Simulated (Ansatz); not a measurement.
Reaction (SMILES): F[SiH2]F → 2 F atom + 2 H atom + Si atom
B3LYP-D3(BJ)/def2-TZVP geometries, fixed; electronic energies without zero-point terms.

The atomisation energy at CCSD(T) with Ansatz (a program for electronic structure), in kcal/mol, split into its Hartree-Fock and correlation parts. Cores are frozen. Open shells are unrestricted. No added dispersion term, no relativity. Functions are those of the species that has most.

```json
[
 {"basis": "cc-pV(D+d)Z", "X": "2", "functions": "61", "Hartree-Fock": "316.85", "CCSD(T)": "397.36"},
 {"basis": "cc-pV(T+d)Z", "X": "3", "functions": "127", "Hartree-Fock": "337.79", "CCSD(T)": "432.54"},
 {"basis": "cc-pV(Q+d)Z", "X": "4", "functions": "234", "Hartree-Fock": "341.28", "CCSD(T)": "442.88"}
]
```

Worked estimate of the basis-set limit from each neighbouring pair, with Hartree-Fock from the larger set and the correlation part extrapolated as X^-3.
Correlation parts: X = 2: 80.51, X = 3: 94.75, X = 4: 101.60.
- (2,3): (27·(94.75) - 8·(80.51))/19 = 100.75; with Hartree-Fock 337.79 the estimate is 438.54 kcal/mol.
- (3,4): (64·(101.60) - 27·(94.75))/37 = 106.60; with Hartree-Fock 341.28 the estimate is 447.88 kcal/mol.
The last two estimates differ by 9.34 kcal/mol; the largest set lies 5.00 from the last. Over the last step Hartree-Fock moves by 3.49 and the correlation part by 6.85.
